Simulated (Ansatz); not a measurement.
Born–Oppenheimer molecular dynamics of Cl2FGeH (5 atoms, charge 0, multiplicity 1). It starts at the highest image of a converged band, a first-order saddle point between two minima.

These are results of RKS BLYP-D4/def2-mTZVP in Ansatz 0.2.0, not measurements.

```
ensemble                      : NVE (velocity Verlet)
time step                     : 0.5 fs
steps asked                   : 200
starting velocities drawn for : 300 K
seed                          : 2857
```

Frames 2.5 fs apart, positions in Å, forces in eV/Å.

Velocities at 40 fs (Å/ps):

```
Ge -6.49 1.33 3.07
H -49.08 -6.02 -69.46
F 25.72 2.40 1.56
Cl 1.35 0.87 -1.22
Cl -0.44 -4.72 -3.93
```

```xyz
5
Properties=species:S:1:pos:R:3:forces:R:3 time_fs=40 energy_less_start_eV=-1.204 T=3396
Ge -0.438 -0.028 0.415 -0.26 0.33 -0.14
H 3.212 0.158 0.410 -2.89 -0.23 -0.34
F 2.202 0.072 0.301 3.01 0.22 0.31
Cl -0.859 1.896 -0.843 0.10 -0.71 0.19
Cl -0.888 -1.882 -0.838 0.04 0.39 -0.02
5
Properties=species:S:1:pos:R:3:forces:R:3 time_fs=42.5 energy_less_start_eV=-0.960 T=2798
Ge -0.454 -0.024 0.423 -0.27 0.21 -0.30
H 3.099 0.144 0.232 8.05 0.65 -0.76
F 2.266 0.078 0.305 -7.95 -0.66 0.74
Cl -0.856 1.897 -0.846 0.10 -0.74 0.23
Cl -0.889 -1.894 -0.848 0.08 0.54 0.09
5
Properties=species:S:1:pos:R:3:forces:R:3 time_fs=45 energy_less_start_eV=-1.245 T=3499
Ge -0.471 -0.020 0.430 -0.15 0.10 -0.45
H 3.280 0.154 0.024 -2.60 -0.18 0.69
F 2.315 0.082 0.310 2.57 0.17 -0.68
Cl -0.852 1.897 -0.849 0.09 -0.75 0.25
Cl -0.890 -1.904 -0.858 0.09 0.66 0.19
5
Properties=species:S:1:pos:R:3:forces:R:3 time_fs=47.5 energy_less_start_eV=-0.850 T=2498
Ge -0.488 -0.017 0.437 -0.08 0.00 -0.56
H 3.373 0.158 -0.151 -4.43 -0.30 1.96
F 2.368 0.087 0.314 4.32 0.29 -1.94
Cl -0.848 1.897 -0.851 0.08 -0.76 0.26
Cl -0.891 -1.914 -0.867 0.11 0.77 0.28
5
Properties=species:S:1:pos:R:3:forces:R:3 time_fs=50 energy_less_start_eV=-1.337 T=3724
Ge -0.504 -0.013 0.444 -0.11 -0.10 -0.63
H 3.223 0.146 -0.219 -0.43 -0.02 0.19
F 2.434 0.093 0.312 0.32 0.01 -0.18
Cl -0.844 1.894 -0.852 0.08 -0.75 0.27
Cl -0.892 -1.922 -0.876 0.13 0.86 0.35
5
Properties=species:S:1:pos:R:3:forces:R:3 time_fs=52.5 energy_less_start_eV=-1.120 T=3185
Ge -0.521 -0.009 0.450 -0.10 -0.19 -0.66
H 3.081 0.134 -0.321 3.91 0.24 -4.34
F 2.499 0.099 0.313 -4.04 -0.25 4.34
Cl -0.840 1.891 -0.854 0.08 -0.73 0.26
Cl -0.892 -1.928 -0.884 0.14 0.93 0.40
5
Properties=species:S:1:pos:R:3:forces:R:3 time_fs=55 energy_less_start_eV=-1.030 T=2955
Ge -0.538 -0.006 0.455 -0.05 -0.27 -0.68
H 3.110 0.133 -0.590 -2.21 -0.11 3.55
F 2.554 0.104 0.322 2.03 0.10 -3.56
Cl -0.836 1.886 -0.854 0.08 -0.70 0.24
Cl -0.892 -1.933 -0.892 0.15 0.98 0.44
5
Properties=species:S:1:pos:R:3:forces:R:3 time_fs=57.5 energy_less_start_eV=-0.924 T=2685
Ge -0.555 -0.003 0.460 -0.04 -0.35 -0.68
H 3.035 0.127 -0.683 -1.78 -0.07 4.20
F 2.615 0.109 0.321 1.58 0.07 -4.22
Cl -0.832 1.880 -0.855 0.07 -0.66 0.22
Cl -0.892 -1.937 -0.899 0.16 1.02 0.48
5
Properties=species:S:1:pos:R:3:forces:R:3 time_fs=60 energy_less_start_eV=-1.209 T=3397
Ge -0.572 0.000 0.464 -0.08 -0.43 -0.67
H 2.865 0.117 -0.559 0.78 0.01 -3.47
F 2.680 0.115 0.309 -0.94 -0.02 3.44
Cl -0.827 1.873 -0.855 0.07 -0.63 0.20
Cl -0.892 -1.938 -0.905 0.16 1.06 0.51
5
Properties=species:S:1:pos:R:3:forces:R:3 time_fs=62.5 energy_less_start_eV=-1.258 T=3518
Ge -0.589 0.003 0.468 -0.10 -0.51 -0.63
H 2.714 0.106 -0.610 0.05 -0.02 -1.52
F 2.743 0.120 0.306 -0.19 0.01 1.47
Cl -0.823 1.865 -0.854 0.07 -0.58 0.16
Cl -0.891 -1.938 -0.910 0.17 1.09 0.53
5
Properties=species:S:1:pos:R:3:forces:R:3 time_fs=65 energy_less_start_eV=-0.807 T=2385
Ge -0.606 0.005 0.471 -0.09 -0.58 -0.57
H 2.586 0.095 -0.769 1.05 0.13 4.61
F 2.805 0.126 0.309 -1.19 -0.14 -4.68
Cl -0.818 1.856 -0.854 0.07 -0.51 0.11
Cl -0.890 -1.936 -0.914 0.17 1.09 0.53
5
Properties=species:S:1:pos:R:3:forces:R:3 time_fs=67.5 energy_less_start_eV=-1.043 T=2985
Ge -0.624 0.007 0.474 -0.11 -0.65 -0.53
H 2.516 0.092 -0.681 1.32 0.14 3.31
F 2.864 0.131 0.299 -1.44 -0.14 -3.39
Cl -0.813 1.846 -0.853 0.06 -0.44 0.07
Cl -0.889 -1.933 -0.917 0.17 1.10 0.55
```

Of the whole run (100 fs, mean temperature of the second half 2881 K): The conserved energy stayed within 2.3 meV per atom of its start (net change -0.67 meV per atom), so the integration is sound. The kinetic energy rose, since the run started high on the potential surface and went downhill. It ends in pieces (Cl2Ge + FH), so much of that is their flight and rotation, not heat. A run of 0.1 ps of so small a system gives no equilibrium averages. The orbitals stay closed-shell, which can raise the energy where a bond breaks towards radicals; this wasn't checked here.

Run time: 2.5 min on 4 threads of Arm Neoverse V2, on a shared host, peak memory 0.15 GiB.
